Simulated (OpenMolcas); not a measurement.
**Ni II: from CASSCF to CASPT2**

* Program: OpenMolcas
* Basis: ANO-R2 [6s5p4d2f1g]
* Scalar Hamiltonian: X2C, finite nucleus
* Active space: 9 electrons in 6 orbitals (3d 4s)
* State averaging: 2S+1 = 2 even, 29 roots; 2S+1 = 4 even, 10 roots kept (CI in the orbitals of an earlier block)
* Spin-orbit coupling: RASSI with atomic mean-field integrals over the reference wave functions, term energies averaged over their components

Methods on the same reference wave functions:
A. CASSCF
B. SS-CASPT2, IPEA 0.25 Eh, imaginary shift 0.1 Eh (closed shells correlated: 3s 3p)
C. MS-CASPT2, IPEA 0.25 Eh, imaginary shift 0.1 Eh (closed shells correlated: 3s 3p)

Energies in cm⁻¹ above 3d⁹ ²D_5/2, the measured ground level; measured values from NIST Handbook of Basic Atomic Spectroscopic Data.

| Level | A | B | C | Measured |
| --- | --- | --- | --- | --- |
| 3d⁸ 4s ⁴F_9/2 | -25370 | 5770 | 6370 | 8394 |
| 3d⁸ 4s ⁴F_7/2 | -24442 | 6680 | 7280 | 9330 |
| 3d⁸ 4s ⁴F_5/2 | -23679 | 7450 | 8050 | 10116 |
| 3d⁸ 4s ⁴F_3/2 | -23138 | 7990 | 8590 | 10664 |
| 3d⁸ 4s ²F_7/2 | -18923 | 10660 | 11250 | 13550 |
| 3d⁸ 4s ²F_5/2 | -17471 | 12080 | 12680 | 14996 |
| 3d⁸ 4s ²D_5/2 [66 %] | -7065 | 19730 | 20770 |  |
| 3d⁸ 4s ²D_3/2 | -6714 | 20000 | 21150 |  |
| 3d⁸ 4s ⁴P_5/2 [69 %] | -4930 | 22040 | 22790 |  |
| 3d⁸ 4s ⁴P_3/2 | -4853 | 22170 | 22800 | 24788 |
| 3d⁸ 4s ⁴P_1/2 | -4620 | 22420 | 23020 | 24836 |
| 3d⁹ ²D_5/2 | 0.0 | 0.0 | 0.0 | 0.0 |
| 3d⁸ 4s ²P_3/2 | 772 | 26280 | 26890 | 29071 |
| 3d⁸ 4s ²P_1/2 | 1323 | 26810 | 27400 | 29593 |
| 3d⁹ ²D_3/2 | 1619 | 1614 | 1613 | 1507 |
| 3d⁸ 4s ²G_9/2 | 2448 | 29930 | 30530 | 32500 |
| 3d⁸ 4s ²G_7/2 | 2452 | 29930 | 30530 | 32524 |

A puts 3d⁸ 4s ⁴F_9/2 lowest.

Deviations, from unrounded energies. A percentage is the sum of absolute deviations over the sum of measured energies, with the sign that they share, or ± where signs differ.

| Against measurement | Levels | A | B | C |
| --- | --- | --- | --- | --- |
| mean absolute deviation (cm-1) | 13 | 29000 | 2500 | 1900 |
| fine structure of the ground term (%) | 1 | +7.4 | +7.1 | +7.0 |
| other configurations (%) | 12 | -156.4 | -13.4 | -10.4 |

C lies closest to measurement on these levels and A furthest from it. The largest miss of C in the table is 3d⁸ 4s ²F_5/2, by -2300 cm-1. The ranking rests on the paired levels alone, and a cruder setting can come out closer through cancelling errors.

Between B and C the level of the table that moves most is 3d⁸ 4s ²D_3/2, by 1200 cm-1 (lowest in B, highest in C). Moves below CASPT2's spread within the term are not significant.

The mean deviations of B to C differ by less than CASPT2's widest spread within a term (1300 cm-1), so their order carries little weight.

The lowest spin-free term lies below A's lowest term by 0.714 hartree in B, 0.716 hartree in C.

Term energies are means over components that CASPT2 splits; among the terms shown or strongly mixed into the levels shown the widest spread is 1300 cm-1 (3d⁸ 4s ²G, C). Terms from blocks run as CI alone lack orbitals of their own. A single d shell beside an s shell can misplace configurations of different d count against each other. Without dynamic correlation excited terms often stand tens of per cent too high (terms of higher spin than the ground term too low), and those without a measured partner can miss by more than the paired ones (holds for A). The lowest computed level is not the ground level that NIST lists (2D5/2) (holds for A). Some levels mix across a computed gap that differs much from the measured one, so their mixing is not that of the real levels (holds for B; C). Measured partners are found by configuration, term and J. A level has none where our copy of the source lacks it or the pairing is in doubt (some pairs that miss far off the trend of their configuration count as doubtful), and it then counts in no deviation. Only configurations of the active space appear.

A share in square brackets marks a mixed level and gives the weight of the term that names it, the lowest over the columns.
